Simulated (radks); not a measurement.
Results of a calculation; reference values are marked as such.
Ionisation of the carbon ion C+, [He] 2s2 2p1, to [He] 2s2 as the strength of local exchange is varied. Code: a radial shooting solver on a logarithmic mesh with Libxc functionals. Model: scalar-relativistic Kohn-Sham, Slater X-alpha exchange (alpha = 2/3 is LDA exchange), no correlation, spin-polarised, spherical densities, finite nucleus; open shells are filled with parallel spins first; Fermi nuclear charge, rms radius 2.4702 fm.

alpha  E(C+) (hartree)  exchange (hartree)  IE (eV)  -e of the level emptied (eV)  <r> of it (bohr)
0.626        -36.48301            -3.82704   22.799                   16.115 (2p)             1.514
0.667        -36.73425            -4.09670   23.412                   16.704 (2p)             1.496
0.769        -37.36437            -4.77765   24.970                   18.213 (2p)             1.452
0.813        -37.63841            -5.07583   25.658                   18.882 (2p)             1.434
0.833        -37.76342            -5.21226   25.973                   19.191 (2p)             1.426

NIST Atomic Spectra Database: 24.383 eV (measured). The Delta-SCF value meets it near alpha = 0.73. Open shells are spherical and high-spin; term and fine-structure splittings are not resolved.
